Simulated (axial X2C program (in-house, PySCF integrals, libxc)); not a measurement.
TaB at several levels of theory

All values were computed with an in-house all-electron X2C program for linear molecules (integrals from PySCF). Spin-free means the one-electron spin-free X2C Hamiltonian. Basis: Ta dyall-cv3z [13s14p9d7f4g], B dyall-v3z [7s6p2d1f] (cores contracted in-house); Gaussian nuclei, density fitting, unrestricted open shells. Masses: Ta 180.948 u, B 11.009 u.

Input:
```json
{"zs": [73, 5], "q": 0, "bas": ["dyall-cv3z", "dyall-v3z"], "levels": ["PBE0", "HF", "B97-3"], "cc": true, "r0": 2.31, "thr": -2.0, "nmax": 110, "npts": 10, "nst": 2, "ntry": 8}
```
```bash
python so2c.py task.json out
```

Keys: zs atomic numbers; q charge; bas basis sets; levels methods; cc coupled cluster on or off; r0 starting distance in Å; thr threshold in hartree for freezing inner shells (an s shell follows its p shell); nmax most natural virtual spinors; npts points on the curve; nst determinants followed; ntry starts of the search. HF also brings MP2.

State, spin-free: M_S = 3, Λ = 0 (beyond evenly filled blocks: 2 × σα, π+α, π-α, δ+α, δ-α); electrons by block: σα: 16, σβ: 14, π+α: 8, π+β: 7, π-α: 8, π-β: 7, δ+α: 4, δ+β: 3, δ-α: 4, δ-β: 3, φ+α: 1, φ+β: 1, φ-α: 1, φ-β: 1. Fragments: Ta + B.

```csv
Hamiltonian,level,Re (Å),ωe (cm⁻¹),Be (cm⁻¹),μ (D)
spin-free,PBE0,2.074,682.2,0.3778,-3.09
spin-free,HF,2.078,702.8,0.376,-4.65
spin-free,CCSD,2.082,678.0,0.3749,n/a
spin-free,CCSD(T),2.089,668.9,0.3724,n/a
spin-free,B97-3,2.075,681.1,0.3774,-3.08
```

Correlated methods: 16 electrons correlated (number of frozen shells: Ta 4 s, 3 p, 2 d, 1 f; B 1 s), 294 virtual spin orbitals or spinors in MP2, 109 natural virtuals in coupled cluster.

Dipoles are positive if B is the positive end.

Occupations by symmetry block were frozen at the best pattern of an incomplete PBE0 search. De is not given where an atomic determinant may have missed its ground term or J level, or where the truncated virtual space spoils (T). Coupled cluster ran in a truncated set of natural virtual spinors; the MP2 energy of the rest was added. (T) has no such correction and the atoms are truncated less, which lowers De at CCSD(T) by a hundredth of an eV or more. Other states lie close and PBE0, whose exact exchange favours high spin, may order them wrongly; the determinant shown need not be the ground state. The nearest other spin-free determinant of the search, M_S = 2, Λ = 2, lies 0.33 eV up at the distance of the search. The functionals have no current-density term, which raises determinants with orbital currents, atoms included. Where the spin of this state cannot come from the lowest atoms of a level, the curve heads to a higher limit and no De is given. At some level and bond length an empty orbital lies below a filled one. The stretched end of a curve changes character and is left out.

No reliable constants came from B97-3 (2c), CCSD (2c), CCSD(T) (2c), HF (2c), MP2 (2c), MP2 (spin-free), PBE0 (2c): no minimum in range, unconverged points, a curve that is not smooth, a change of character along it, or the two Hamiltonians disagreeing along it.

The whole task took 7.5 min on 1 thread of Arm Neoverse V1, on a shared host.
